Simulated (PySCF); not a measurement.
## I: electron affinity

I⁻ [Xe] (1S) → I [Kr] 4d10 5s2 5p5 (2P), as a difference of total energies. Computed with PySCF 2.14 in aug-cc-pwCVTZ-PP with ECP28MDF (8s7p6d4f1g, 96 functions), with scalar relativity through the core potential. Correlated levels: valence: 4s2 4p6 4d10 frozen; valence and next inner shell: nothing frozen outside the core potential. The calculations carry no spin-orbit coupling.

| method | electron affinity (eV) | difference from reference (eV) |
| --- | --- | --- |
| UHF | 2.289 | -0.770 |
| LDA | 3.499 | +0.440 |
| PBE | 3.237 | +0.178 |
| PBE0 | 3.228 | +0.169 |
| r2SCAN | 3.251 | +0.192 |
| B2PLYP | 3.206 | +0.147 |
| HSE06 | 3.247 | +0.188 |
| TPSS | 3.240 | +0.181 |
| CAM-B3LYP | 3.267 | +0.208 |
| MP2 (valence) | 3.191 | +0.132 |
| SCS-MP2 (valence) | 3.125 | +0.066 |
| MP2 (valence and next inner shell) | 3.280 | +0.221 |
| SCS-MP2 (valence and next inner shell) | 3.183 | +0.124 |

Reference: 3.059 eV (measured; photodetachment measurements, as compiled on the Wikipedia data page of electron affinities).

The reference lies between the lowest fine-structure levels, while these numbers refer to the centres of the terms.

Errors of the correlated levels include the incompleteness of this basis and the frozen core.
